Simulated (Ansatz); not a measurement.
BrClGeH₄Si (`[Cl][GeH2][SiH2]Br`). The species carries charge 0 and has multiplicity 1.

| atom | x (Å) | y (Å) | z (Å) |
| --- | --- | --- | --- |
| Cl1 | 1.867 | -0.815 | 1.667 |
| Ge2 | 0.245 | -1.137 | 0.275 |
| Si3 | -0.558 | 1.027 | -0.320 |
| Br4 | 1.066 | 2.104 | -1.380 |
| H5 | 0.829 | -1.908 | -0.917 |
| H6 | -0.801 | -1.992 | 1.010 |
| H7 | -1.726 | 0.927 | -1.230 |
| H8 | -0.923 | 1.794 | 0.894 |

Q: What are the harmonic wavenumbers in cm⁻¹ at PBE0-D4/def2-TZVP (Ansatz, finite differences of forces, unscaled)? (Estimate.)

A: Computed: 29, 70, 119, 328, 391, 420, 452, 483, 633, 664, 728, 791, 854, 925, 2147, 2165, 2229, 2250.

Q: Is this a minimum?

A: Yes, all 18 modes are real.

Q: Give the ideal-gas thermochemistry at 298.15 K and 1 bar (rigid rotor, harmonic oscillator; point group C1, symmetry number 1).

A: Zero-point energy 93.8 kJ/mol; H(298) − E = 115.3 kJ/mol; entropy 382.4 J/(mol·K), of which translation 176.1, rotation 125.4, vibration 80.8; G(298) − E = 1.3 kJ/mol. Modes under 100 cm⁻¹ are hindered rotations or soft bends, so the harmonic entropy is rough.

Q: And at 400, 500, 600, 800 and 1000 K?

A: 
| T (K) | H − E (kJ/mol) | S (J/mol/K) | G − E (kJ/mol) |
| --- | --- | --- | --- |
| 400 | 127.0 | 415.8 | -39.4 |
| 500 | 139.6 | 443.9 | -82.4 |
| 600 | 153.1 | 468.6 | -128.0 |
| 800 | 182.2 | 510.3 | -226.1 |
| 1000 | 213.2 | 544.9 | -331.7 |
